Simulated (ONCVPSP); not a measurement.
Os: one change to an ONCV potential, before and after

Os (Z = 76), optimised norm-conserving Vanderbilt (ONCV), made with ONCVPSP 4.0.1 (LDA (Perdew-Zunger), fully relativistic). Core [Kr] 4d10 4f14, reference 5s2 5p6 5d5 (charge +3). Waves: 5s: rc 1.15 bohr, ncon 4, nbas 8, qcut 6.9 1/bohr, 3 projectors, debl 1 Ha; 5p: rc 1.45 bohr, ncon 5, nbas 9, qcut 7.6 1/bohr, 2 projectors, debl 3.4 Ha; 5d: rc 2.40 bohr, ncon 3, nbas 8, qcut 7.3 1/bohr, 1 projector. Local part: polynomial inside 1.10 bohr (lpopt 5, dvloc0 6 Ha). Core correction: none.

Open shells are filled in proportion to 2j + 1.

In the s channel the program set the typed energies aside and used -4.496, 0.250, 1.250 Ha.

Change: s: qcut 4.3; p: qcut 4.8; d: qcut 4.6.

Cutoffs: the cutoffs (Ha) at which the residual kinetic energy of the hardest occupied pseudo-wave falls to 1 and 0.1 mHa per electron; they do not see the model core or the augmentation charge, which bear on the density cutoff. Errors are all-electron minus pseudo energies relative to the spin-unpolarised reference configuration.

Q: How do hardness, ghosts and transferability respond?

A: The potential gets harder (102 Ha and 134 Ha → 136 Ha and 182 Ha); a bound ghost appears in s, which as a rule spoils a file; of the 4 tests that both files solve, the error grows in 3 and shrinks in 1 by more than 15 % and 0.3 meV (median size 2.7 → 26.0 meV); the range in which the d5/2 phases agree narrows (upper end 4.3 → -0.3); the range in which the d3/2 phases agree narrows (upper end 4.6 → -0.4).

| quantity | base | changed |
| --- | --- | --- |
| cutoff, loose | 102 Ha | 136 Ha |
| cutoff, tight | 134 Ha | 182 Ha |
| loose cutoff by channel | s 102 Ha, p 28 Ha, d 16 Ha | s 136 Ha, p 106 Ha, d 11 Ha |
| bound ghosts | none | s |
| GHOST(+) flags under 300 eV | none | d5/2 at 277.1 eV |
| error for 5s2 5p6 5d6 6s2, meV [ΔE -56.30 eV] | +1.8 | -32 |
| error for 5s2 5p6 5d6 6s1, meV [ΔE -46.43 eV] | +2.4 | +1.9 |
| error for 5s2 5p6 5d6, meV [ΔE -29.15 eV] | +4.7 | +42 |
| error for 5s2 5p6 5d6 6p1, meV [ΔE -40.26 eV] | +3.1 | +20 |
| s: phases at 1.16 bohr within 0.05 rad from the reference energy up to (Ha; the scan ends near 5) | to the end of the scan | to the end of the scan |
| p3/2: phases at 1.47 bohr within 0.05 rad from the reference energy up to (Ha; the scan ends near 5) | to the end of the scan | to the end of the scan |
| p1/2: phases at 1.47 bohr within 0.05 rad from the reference energy up to (Ha; the scan ends near 5) | to the end of the scan | to the end of the scan |
| d5/2: phases at 2.43 bohr within 0.05 rad from the reference energy up to (Ha; the scan ends near 5) | 4.3 | -0.3 |
| d3/2: phases at 2.43 bohr within 0.05 rad from the reference energy up to (Ha; the scan ends near 5) | 4.6 | -0.4 |

 A true bound ghost makes a file unfit for plane-wave use even where its test errors are small: the radial tests pick states by their node count and pass the ghost by.
